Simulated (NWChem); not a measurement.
Basis-set convergence for H2INSn

```xyz
5

Sn    -0.9196    -0.9487     0.0000
I      0.7450     1.2997     0.0000
N      0.6249    -2.2980     0.0000
H      1.6185    -2.0435     0.0000
H      0.4971    -3.3154     0.0000
```
Charge 0, spin multiplicity 1.

All runs are NWChem calculations. Structure: optimised with PBE/def2-SVP with def2 effective core potentials on Sn, I, a minimum by its harmonic frequencies. It is one conformer; others weren't searched.

Quantity: vertical ionisation energy at the level ΔMP2 (Δ: difference of total energies, the cation a doublet at the parent's geometry with its hole in an orbital of symmetry a" (Cs labels); it is the state that the SCF runs reached, from PBE0 orbitals for Hartree-Fock references, and need not be the lowest).

Effective core potentials replace the inner electrons of Sn, I; spin-orbit coupling is left out. The correlated methods keep 9 core orbitals frozen. The structure started from a generated list of species. The stability of the SCF solutions was not checked. Open-shell Hartree-Fock references start from PBE0 orbitals; any time given for them includes that run.

Costs are rough ratios of processor time within this set of runs, SCF included, with def2-SVP as 1.

Q: In def2-TZVPD the value is 9.66 eV. Among def2-SVP, def2-TZVP, def2-TZVPP, which is the smallest basis within 0.05 eV of it?

A: def2-TZVPP, with 159 functions against 170. def2-TZVPD isn't the basis-set limit itself, and a small set can land close by cancellation.

```csv
basis,functions,vertical ionisation energy (eV),relative cost
def2-SVP,76,9.32,1
def2-TZVP,143,9.60,4
def2-TZVPP,159,9.63,5
def2-TZVPD,170,9.66,10
```
